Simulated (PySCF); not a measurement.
CH₈FNSi₂, SMILES N[SiH2]C[SiH2]F.

Geometry: PBE0-D3(BJ)/def2-SVP. This is a generated structure with no PubChem entry under its InChIKey; it may be hypothetical. Other conformers were not sampled.

Calculation: TDA-B3LYP/def2-SVPD in PySCF.

Vertical excitations. The molecule is in vacuum.

| state | energy (eV) | λ (nm) | f | main pairs |
|---|---|---|---|---|
| S1 | 6.11 | 203 | 0.021 | HOMO→LUMO 89 % |
| S2 | 6.65 | 187 | 0.001 | HOMO→LUMO+1 90 % |
| S3 | 6.92 | 179 | 0.021 | HOMO→LUMO+2 93 % |
| S4 | 7.49 | 166 | 0.018 | HOMO→LUMO+3 90 % |
| S5 | 7.68 | 161 | 0.015 | HOMO−1→LUMO 91 % |
| S6 | 7.81 | 159 | 0.016 | HOMO→LUMO+4 56 %, HOMO→LUMO+5 23 %, HOMO→LUMO+6 12 % |
| S7 | 7.86 | 158 | 0.003 | HOMO−2→LUMO 80 %, HOMO−2→LUMO+1 15 % |
| S8 | 7.99 | 155 | 0.028 | HOMO→LUMO+6 73 % |
| S9 | 8.04 | 154 | 0.007 | HOMO−3→LUMO 86 % |
| S10 | 8.11 | 153 | 0.008 | HOMO→LUMO+5 54 %, HOMO→LUMO+4 21 %, HOMO−1→LUMO+1 11 % |
| T1 | 5.77 | 215 | 0 | HOMO→LUMO 84 % |
| T2 | 6.52 | 190 | 0 | HOMO→LUMO+1 83 % |
| T3 | 6.72 | 185 | 0 | HOMO→LUMO+2 80 % |
| T4 | 7.31 | 170 | 0 | HOMO→LUMO+3 58 %, HOMO−1→LUMO 23 % |
Triplets are in the Tamm–Dancoff approximation.
